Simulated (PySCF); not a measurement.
# Radial density of Si(3+) (silicon, charge +3)

r2SCANh, [Ne] 3s1, 2S determinant. Calculation: PySCF 2.14, in an uncontracted even-tempered set (18 s from 0.054 bohr⁻², ratio 2.5; 13 p from 0.071 bohr⁻², ratio 2.5; 6 d from 0.47 bohr⁻², ratio 2.7; 5 f from 0.71 bohr⁻², ratio 2.7); the non-relativistic Hamiltonian (point nucleus).

| r (bohr) | 4πr²ρ (e/bohr) | 4πr²(ρα − ρβ) |
| --- | --- | --- |
| 0.00229 | 0.1087 | 0.0004 |
| 0.00384 | 0.2944 | 0.0011 |
| 0.00647 | 0.7741 | 0.0030 |
| 0.0109 | 1.936 | 0.0074 |
| 0.0183 | 4.453 | 0.0169 |
| 0.0308 | 8.903 | 0.0328 |
| 0.0518 | 14.12 | 0.0465 |
| 0.0871 | 15.51 | 0.0323 |
| 0.146 | 11.07 | -0.0018 |
| 0.246 | 10.58 | 0.0722 |
| 0.414 | 14.27 | 0.1558 |
| 0.697 | 7.845 | -0.0072 |
| 1.17 | 1.430 | 0.4040 |
| 1.97 | 0.6039 | 0.5886 |
| 3.32 | 0.06213 | 0.0621 |
| 5.58 | 0.0001560 | 0.0002 |

**Question.** Where is the radial spin density 4πr²(ρα − ρβ) most negative, and why is it negative at all?

**Answer.** Around r = 0.697 bohr, down to -0.0072 e/bohr: exchange with the open shell polarises the paired shells in an unrestricted calculation.
